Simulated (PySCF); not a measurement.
**Calculated properties of `CC[C@H]([AsH2])C[AsH2]`**

Compound: C₄H₁₂As₂.
Numbering: `[CH3:1][CH2:2][C@H:3]([AsH2:4])[CH2:5][AsH2:6]` (hydrogens: H7, H8, H9 on C1; H10, H11 on C2; H12 on C3; H13, H14 on As4; H15, H16 on C5; H17, H18 on As6)

From PBE0-D3(BJ)/def2-SVP geometry optimisation, gas phase (PySCF):

| Quantity | Value |
| --- | --- |
| Point group | C1 |
| Rotational constants A, B, C | 2.501, 0.540, 0.457 GHz |

B3LYP/def2-SVPD ground state and vertical TDDFT (core frozen in the response) (PySCF):

| Property | Result |
| --- | --- |
| Dipole moment | 0.37 D |
| HOMO energy | -6.65 eV |
| LUMO energy | -0.23 eV |
| HOMO–LUMO gap | 6.42 eV |
| Lowest singlet excitation | 5.65 eV (220 nm, f = 0.031) |
| Strongest line among the 6 lowest singlet transitions | S5 at 6.40 eV (194 nm, f = 0.361) |
| Static isotropic polarisability | 118.2 au |
| Electronic spatial extent ⟨r²⟩ about the centre of nuclear charge | 2124 bohr² |

Monoisotopic mass (most abundant isotopes): 209.9371 u.

In wavenumbers S1 is 45500 cm⁻¹ (1 eV = 8065.54 cm⁻¹). The polarisability is 17.52 Å³ as a volume (1 au = 0.148185 Å³), or 1.16 au for each of the 102 electrons. No computed singlet falls in the visible range (750 to 380 nm, 1.65 to 3.26 eV); S1 lies 2.39 eV above its blue end. The principal polarisabilities are 96.2, 113.7 and 144.8 au; their mean is the isotropic value. The rotational constants make it an asymmetric top with κ = (2B − A − C)/(A − C) = -0.92, nearer the prolate limit (−1). The largest Löwdin shares of the HOMO are 0.39 on As4, 0.25 on As6, 0.12 on C5 and 0.08 on C3. A dipole of 0.37 D is allowed in C1, and pure rotational transitions are dipole-allowed.

 Relativistic effects, spin–orbit coupling among them, are left out although an element past zinc is present.

Shape of the structure used: `[CH3:1][CH2:2][C@H:3]([AsH2:4])[CH2:5][AsH2:6]`: C1–C2–C3–As4 -58°, C2–C3–C5–As6 -61°, H–As4–C3–C2 -166°, H–As4–C3–C2 -73°, H–As6–C5–C3 92°, H–As6–C5–C3 -175°.

One conformer stands for the species.
